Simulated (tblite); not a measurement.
C7H13OP.
Structure used (GFN2-xTB), in Å, numbered top down from 1:
```xyz
22
C7H13OP angstrom
C     -2.3209    1.0927    0.0802
C     -0.8139    1.3467    0.0343
P      0.0615   -0.0688    0.8745
C      1.6941    0.0803    0.0489
C      2.8514   -0.6795    0.6333
C      2.7905    0.8033    0.7794
C     -0.7012   -1.3598   -0.2332
C     -2.2236   -1.2450   -0.1510
O     -2.7160   -0.0321   -0.6674
H     -2.8637    1.9339   -0.3602
H     -2.6418    0.9761    1.1284
H     -0.5842    2.2771    0.5577
H     -0.4842    1.4328   -1.0050
H      1.6628    0.1859   -1.0323
H      3.5766   -1.1046   -0.0444
H      2.6699   -1.2825    1.5110
H      3.4733    1.4102    0.2036
H      2.5677    1.2066    1.7564
H     -0.3913   -2.3524    0.1002
H     -0.3739   -1.2135   -1.2665
H     -2.5449   -1.3626    0.8970
H     -2.6986   -2.0256   -0.7520
```

Computed with GFN2-xTB (tblite): harmonic, unscaled wavenumbers at the GFN2-xTB geometry, gas phase. Errors from tens to a few hundred cm⁻¹ against measured bands are possible. One conformer, not necessarily the lowest.

Harmonic wavenumbers (cm⁻¹): 39.1, 96.6, 123.8, 202.5, 228.6, 271.1, 311.1, 337.8, 381.0, 401.0, 537.8, 682.2, 688.2, 701.1, 780.3, 805.3, 831.0, 858.8, 929.7, 956.0, 960.7, 979.0, 991.1, 998.7, 1039.1, 1049.8, 1067.5, 1069.2, 1082.8, 1092.7, 1138.3, 1142.7, 1151.8, 1182.0, 1214.1, 1230.9, 1257.1, 1291.6, 1327.5, 1332.1, 1345.2, 1422.8, 1430.4, 1435.8, 1460.4, 1464.5, 1480.3, 2843.2, 2844.9, 2936.6, 2941.4, 2956.5, 2957.4, 2967.0, 2967.8, 2977.8, 3080.3, 3080.6, 3082.7, 3099.4.

A = 3295, B = 846.5, C = 733.7 MHz; mass 144.070 u (most abundant isotopes); point group Cs, symmetry number 1.

Question: Zero-point energy?

Answer: Half the sum of the wavenumbers: 40768 cm⁻¹ = 487.70 kJ/mol.

Question: Entropy at 273.15 K, 1 bar (ideal gas, RRHO, classical rotation)?

Answer: Translation 169.02, rotation 122.09, vibration 97.71: S = 388.8 J/(mol K).

Question: And Cp and H(273.15 K) − H(0)?

Answer: Cp = 147.88 J/(mol K), of which vibrations give 114.62 (their classical limit is 60 R = 498.9); H(273.15 K) − H(0) = 23.65 kJ/mol without the zero-point energy, 14.57 from vibrations.

Question: Which modes carry the vibrational entropy at 273.15 K?

Answer: 39.1 cm⁻¹: 21.47; 96.6 cm⁻¹: 14.02; 123.8 cm⁻¹: 12.02; 202.5 cm⁻¹: 8.16; 228.6 cm⁻¹: 7.25; 271.1 cm⁻¹: 6.02 J/(mol K); the other 54 give 28.77 together.

Question: Blend soft modes into free rotors: weight 1/[1 + (100 cm⁻¹/ν̃)⁴] for the oscillator and the rest for a rotor with moment μB/(μ + B), μ = h/(8π²ν), B = 10⁻⁴⁴ kg m². What vibrational entropy results?

Answer: 90.39 J/(mol K) in place of 97.71, which changes −T·S at 273.15 K by +2.00 kJ/mol.

Hindered rotation and anharmonicity are outside this model. Other conformers, if any are populated, would add a mixing term that is left out.
